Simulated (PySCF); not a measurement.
One molecule, one basis, several functionals.

Compound: C4H4BFO.
SMILES with atom numbers: `[BH2:1][c:2]1[cH:3][cH:4][c:5]([F:6])[o:7]1` (hydrogens: H8, H9 on B1; H10 on C3; H11 on C4)

PySCF, def2-SVPD basis, density fitting, gas phase, PBE0-D3(BJ)/def2-SVP geometry; singlet excitations by full TDDFT with frozen cores, triplets by Tamm–Dancoff TDDFT and ionisation energies by ΔSCF, from the lowest of the holes tried. One functional is left out:

| functional | exact exchange (%) | HOMO energy (eV) | LUMO energy (eV) | lowest singlet excitation (eV) | lowest triplet excitation (eV) | dipole moment (D) | mean polarisability (au) | vertical ionisation energy (eV) |
| --- | --- | --- | --- | --- | --- | --- | --- | --- |
| LDA | 0 | -6.56 | -3.13 | 4.62 | 3.11 | 2.426 | 70.8 | 9.63 |
| PBE | 0 | -6.33 | -2.87 | 4.62 | 3.01 | 2.380 | 70.2 | 9.31 |
| B3LYP | 20 | -7.10 | -2.20 | 4.79 | 3.11 | 2.310 | 68.2 | 9.33 |
| BHandHLYP | 50 | -8.12 | -1.02 | 5.01 | 3.14 | 2.277 | 65.7 | 9.11 |

Q: Predict the row of PBE0 (25 % exact exchange) by straight lines through the other rows, and check it.

A: 
```json
{"property": "HOMO energy (eV)", "line": "-7.28", "computed": "-7.30", "computed − line": "-0.02", "B3LYP (20 %), for comparison": "-7.10"}
{"property": "LUMO energy (eV)", "line": "-2.01", "computed": "-2.02", "computed − line": "-0.01", "B3LYP (20 %), for comparison": "-2.20"}
{"property": "lowest singlet excitation (eV)", "line": "4.82", "computed": "4.85", "computed − line": "+0.03", "B3LYP (20 %), for comparison": "4.79"}
{"property": "lowest triplet excitation (eV)", "line": "3.10", "computed": "3.07", "computed − line": "-0.03", "B3LYP (20 %), for comparison": "3.11"}
{"property": "dipole moment (D)", "line": "2.329", "computed": "2.287", "computed − line": "-0.042", "B3LYP (20 %), for comparison": "2.310"}
{"property": "mean polarisability (au)", "line": "68.0", "computed": "67.7", "computed − line": "-0.3", "B3LYP (20 %), for comparison": "68.2"}
{"property": "vertical ionisation energy (eV)", "line": "9.29", "computed": "9.30", "computed − line": "+0.01", "B3LYP (20 %), for comparison": "9.33"}
```

Q: Which of these properties follows the share of exact exchange most closely, and which least?

A: Most closely the lowest singlet excitation, least the lowest triplet excitation; the correlations over the tabulated rows are lowest singlet excitation 0.999, LUMO energy 0.994, HOMO energy -0.993, mean polarisability -0.991, dipole moment -0.907, vertical ionisation energy -0.793, lowest triplet excitation 0.677. The lowest singlet excitation moves by +0.078 eV for every 10 %. Functionals with the same share still differ in their other parts: at 0 % LDA and PBE differ by 0.00 eV in it.
